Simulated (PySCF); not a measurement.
# Radial density of V⁻ (vanadium, charge -1)

UHF, [Ar] 3d4 4s2, high-spin 5D determinant. Computed with PySCF 2.14 in aug-cc-pVTZ with one added diffuse shell each of s, p, d, f, g type (9s8p6d4f3g, 118 functions), with the non-relativistic Hamiltonian (point nucleus).

| r (bohr) | 4πr²ρ (e/bohr) | 4πr²(ρα − ρβ) |
| --- | --- | --- |
| 0.00118 | 0.1360 | 0.0000 |
| 0.00199 | 0.3708 | 0.0001 |
| 0.00335 | 0.9859 | 0.0002 |
| 0.00563 | 2.511 | 0.0004 |
| 0.00947 | 5.958 | 0.0010 |
| 0.0159 | 12.54 | 0.0020 |
| 0.0268 | 21.67 | 0.0031 |
| 0.0450 | 27.29 | 0.0020 |
| 0.0758 | 23.11 | -0.0027 |
| 0.127 | 21.89 | 0.0079 |
| 0.214 | 29.66 | 0.1261 |
| 0.361 | 16.91 | 0.6588 |
| 0.607 | 9.591 | 1.8828 |
| 1.02 | 10.66 | 2.4596 |
| 1.72 | 3.102 | 1.5403 |
| 2.89 | 0.7350 | 0.6546 |
| 4.85 | 0.2405 | 0.1537 |
| 8.17 | 0.07332 | -0.0431 |
| 13.7 | 0.07050 | -0.0703 |
| 23.1 | 0.007776 | -0.0078 |

⟨S²⟩ = 6.75 against 6.00 shows spin contamination. At UHF the highest occupied level has a positive energy, so only the finite basis holds that electron.

Where is the radial spin density 4πr²(ρα − ρβ) most negative, and why is it negative at all?

Around r = 13.7 bohr, down to -0.0703 e/bohr: exchange with the open shell polarises the paired shells in an unrestricted calculation.
